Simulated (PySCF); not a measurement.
# Vertical excitation energies

Species: Si(SMe)4, C4H12S4Si.
Z-matrix (Å and degrees, PBE0-D3(BJ)/def2-SVP geometry), rows numbered from 1:
```
C 
S   1  1.8253
Si  2  2.1344  1   99.56
S   3  2.1324  2  108.39  1   179.97
C   4  1.8254  3   99.62  2    58.12
S   3  2.1335  2  108.04  1   -58.30
C   6  1.8251  3   99.74  2   179.32
S   3  2.1321  2  112.16  1    60.85
C   8  1.8249  3   99.69  2    60.74
H   1  1.0991  2  110.23  3   -48.02
H   1  1.0980  2  106.70  3  -166.75
H   1  1.0979  2  111.04  3    73.97
H   5  1.0991  4  110.19  3    48.06
H   5  1.0980  4  106.72  3   166.79
H   5  1.0980  4  111.04  3   -73.92
H   7  1.0980  6  111.03  3   -74.50
H   7  1.0980  6  106.72  3   166.25
H   7  1.0991  6  110.27  3    47.53
H   9  1.0980  8  106.70  3  -167.11
H   9  1.0979  8  111.06  3    73.61
H   9  1.0991  8  110.21  3   -48.39
```

Computed, not measured: TDDFT wB97X-D/def2-SVPD, vertical, gas phase, core orbitals frozen in the response (PySCF 2.14.0, density-fitted response routines).

| state | λ (nm) | E (eV) | f | symmetry | main configurations (H = HOMO, L = LUMO) |
| --- | --- | --- | --- | --- | --- |
| S1 | 216.9 | 5.72 | 0.012 | E | H-1/H→L (≥35%), H-1/H→L+1 (≥17%), H-2→L+2 (14%) |
| S2 | 216.8 | 5.72 | 0.012 | E | H-1/H→L (≥35%), H-1/H→L+1 (≥17%), H-2→L+3 (14%) |
| S3 | 215.2 | 5.76 | 0.014 | B | H-2→L (44%), H-1/H→L+2 (≥10%), H-1/H→L+3 (≥9%) |
| S4 | 213.9 | 5.80 | 0.0000 | – | H-3→L (26%), H-2→L+1 (20%), H-1/H→L+3 (≥13%) |
| S5 | 195.8 | 6.33 | 0.0001 | – | H-2→L+1 (28%), H-1/H→L+2 (≥26%), H-1/H→L+3 (≥22%) |
| S6 | 193.1 | 6.42 | 0.024 | E | H-1/H→L+1 (≥35%), H-2→L+2 (23%), H-3→L+2 (13%) |
| S7 | 192.8 | 6.43 | 0.023 | E | H-1/H→L+1 (≥35%), H-2→L+3 (22%), H-3→L+3 (13%) |
| S8 | 190.5 | 6.51 | 0.037 | B | H-1/H→L+3 (≥27%), H-1/H→L+2 (≥25%), H-3→L+1 (19%) |
| S9 | 186.7 | 6.64 | 0.044 | B | H-1/H→L+2 (≥31%), H-1/H→L+3 (≥19%), H-2→L (10%) |

Triplets, Tamm–Dancoff:

| state | E (eV) | λ (nm) | main configurations (H = HOMO, L = LUMO) |
| --- | --- | --- | --- |
| T1 | 5.36 | 231.3 | H-1/H→L (≥36%), H-1/H→L+1 (≥16%), H-2→L+2 (11%) |
| T2 | 5.36 | 231.2 | H-1/H→L (≥36%), H-1/H→L+1 (≥16%), H-2→L+3 (11%) |
| T3 | 5.41 | 229.3 | H-2→L (38%), H-1/H→L+2 (≥9%), H-1/H→L+3 (≥9%) |

The lowest singlet level (S1/S2) lies at 5.72 eV (217 nm, ultraviolet) and is weak. The strongest level in the table is S6/S7 at 6.42 eV (193 nm, f = 0.047 summed). S1/S2 and S6/S7 lie within about 0.01 eV of each other in each set; the point group S4 has degenerate representations, and within a degenerate level the listed configurations can mix freely. Löwdin shares by element: HOMO (one of a set within 0.03 eV) sulfur 76% or more, carbon 10% or more; LUMO sulfur 59% (atoms not listed hold the other 41%). Of the 9 states listed, 7 reach f = 0.01 and 2 stay under 0.0005. The oscillator strengths of these states sum to 0.166; summed over the whole spectrum of an exact calculation they would give the number of electrons, 114 (Thomas–Reiche–Kuhn). Weighted by f, the mean energy of these states is 6.34 eV. All these states lie below the vertical ionisation energy of 8.85 eV (ΔSCF). Symmetry labels in S4 follow from the direction of the transition dipole and are given only for states with f of 0.002 or more. Orbitals of the list HOMO-3 to LUMO+2 that lie within 0.01 eV of each other are written together with a slash and their weights summed (≥ marks a lower bound); for degenerate orbitals outside that list single weights are arbitrary. The window holds the lowest 10 singlets. The highest level found (6.69 eV, f 0.0009 so far) is left out, since the window may have cut off a degenerate partner.

One conformer stands for the species.
